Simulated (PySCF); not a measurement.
B(Cl)(GeH3)2 (BClGe2H6), SMILES [GeH3][B](Cl)[GeH3]. The structure is a stationary point at PBE-D3(BJ)/def2-SVP. The structure was generated by enumeration, and PubChem lists no compound with its InChIKey, so it may never have been made.

Computed equilibrium geometry at PBE-D3(BJ)/def2-SVP (PySCF confirms it by a frequency run) as a Z-matrix:
```
B
Cl 1 1.7587
Ge 1 2.0754 2 118.98
H 3 1.5520 1 113.59 2 22.93
H 3 1.5535 4 109.02 1 -125.27
H 3 1.5575 4 107.70 5 -115.22
Ge 1 2.0760 2 118.65 3 179.97
H 7 1.5522 1 113.24 2 28.12
H 7 1.5531 8 109.02 1 -125.49
H 7 1.5575 8 107.52 9 -115.34
```
